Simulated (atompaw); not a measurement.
## u(r) = r·R(r): atom against pseudo-atom (Se)

Columns: radius, all-electron u(r) and pseudo u(r) of the 4p shell (level -6.67 eV) of selenium in the configuration [Ar] 3d10 4s1.75 4p4.25; PBEsol, scalar-relativistic, PAW (atompaw) scheme, atompaw 4.2.0.5.

| r (bohr) | all-electron | pseudo |
| --- | --- | --- |
| 0.077 | 0.1769 | 0.0047 |
| 0.154 | 0.1302 | 0.0188 |
| 0.231 | -0.0580 | 0.0417 |
| 0.308 | -0.2210 | 0.0726 |
| 0.385 | -0.3033 | 0.1107 |
| 0.462 | -0.3075 | 0.1547 |
| 0.538 | -0.2562 | 0.2026 |
| 0.615 | -0.1698 | 0.2542 |
| 0.692 | -0.0660 | 0.3075 |
| 0.769 | 0.0432 | 0.3610 |
| 0.846 | 0.1501 | 0.4134 |
| 0.923 | 0.2499 | 0.4635 |
| 1.000 | 0.3401 | 0.5102 |
| 1.077 | 0.4196 | 0.5527 |
| 1.154 | 0.4881 | 0.5905 |
| 1.231 | 0.5459 | 0.6231 |
| 1.308 | 0.5937 | 0.6505 |
| 1.385 | 0.6321 | 0.6726 |
| 1.462 | 0.6621 | 0.6898 |
| 1.538 | 0.6841 | 0.7021 |
| 1.615 | 0.6996 | 0.7104 |
| 1.692 | 0.7091 | 0.7148 |
| 1.769 | 0.7134 | 0.7159 |
| 1.846 | 0.7131 | 0.7139 |
| 1.923 | 0.7090 | 0.7091 |
| 2.000 | 0.7016 | 0.7016 |

(1) How many radial nodes do the two functions have?

(2) Where does each function peak?

(3) Is the pseudo-wave norm-conserving?

Results:

(1) The all-electron 4p function has n − l − 1 = 2; the pseudo-wave has 0, since the states of the same l below it are removed with the core.

(2) Outermost all-electron maximum near 1.77 bohr, pseudo maximum near 1.77 bohr (to the table’s step).

(3) No, it belongs to a PAW set: the norm inside the radius is not constrained, and the difference is carried by the augmentation charge.
